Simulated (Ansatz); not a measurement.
`C[CH](C)[Ge][Cl]` + H–F → `C[CH](C)[Ge][F]` + HCl  (ligand exchange at a Ge–Cl bond)

Program: Ansatz. Geometries: PBE0-D4/def2-TZVP. ΔE: electronic, gas phase. CBS: MP2 limit from def2 TZ/QZ plus the TZ coupled-cluster correction, frozen cores. This one scheme is used for every species. Functionals use def2-TZVPP. HSE06 is defined as in plane-wave codes. For Ge outer-core shells are correlated without core-valence functions, which leaves a few kJ/mol of doubt a bond. Scalar relativity is left out up to krypton. Each species was taken in one conformer, which may not be the lowest.

`C[CH](C)[Ge][Cl]`:

Z-matrix (Å, degrees):
```
C
C 1 1.522
H 1 1.094 2 112.5
H 1 1.093 2 110.9 3 -120.7
H 1 1.096 2 110.7 3 119.8
C 2 1.524 1 112.1 3 -178.9
Ge 2 2.007 1 112.4 3 56.1
H 2 1.099 1 109.1 3 -58.3
H 6 1.096 2 110.7 1 59.8
H 6 1.093 2 110.9 1 -59.7
H 6 1.095 2 112.7 1 179.5
Cl 7 2.201 2 97.4 1 60.3
```

H–F:

Cartesian coordinates in Å:
```
F 0.378 0.056 0.256
H -0.378 -0.056 -0.256
```

`C[CH](C)[Ge][F]`:

```xyz
12

C    -1.328   -0.024   -0.125
C     0.067   -0.601    0.091
C     0.979    0.377    0.825
Ge    0.881   -1.088   -1.672
F     0.855    0.558   -2.321
H    -1.284    0.885   -0.731
H    -1.795    0.239    0.831
H    -2.000   -0.727   -0.627
H    -0.009   -1.531    0.669
H     0.558    0.647    1.800
H     1.976   -0.035    1.009
H     1.101    1.301    0.252
```

HCl:

Cartesian coordinates in Å:
```
Cl -0.374 -0.263 0.447
H 0.374 0.263 -0.447
```

```
             level  ΔE (kJ/mol)  difference from CCSD(T)/CBS
            PBE-D4         18.7                         -2.6
      CAM-B3LYP-D4          7.5                        -13.8
           ωB97M-V         13.1                         -8.2
          PBE-QIDH         22.0                          0.7
              PBE0         18.9                         -2.4
           r2SCAN0         18.3                         -3.0
             HSE06         19.7                         -1.6
SCS-MP2/def2-QZVPP         17.8                         -3.5
      HF/CBS(def2)          7.9                        -13.4
     MP2/CBS(def2)         27.7                          6.4
       CCSD(T)/CBS         21.3                            0
```

Largest T1 diagnostic among the species: 0.013.

Leaving LDA and LC-ωPBE aside and taking each functional with its dispersion term where it has one, the values, not all of them listed here, spread over 16.2 kJ/mol, from CAM-B3LYP-D4 to HSE06-D4. LDA lies +3.8 kJ/mol from PBE without D4. In def2-TZVPP, CCSD(T) changes the Hartree–Fock value by +6.4 kJ/mol (the triples alone add +1.8 kJ/mol) and MP2 by +12.9 kJ/mol.

CCSD(T)/CBS has its own doubt, a few kJ/mol and more with outer-core shells, so smaller differences from it don't rank the levels.
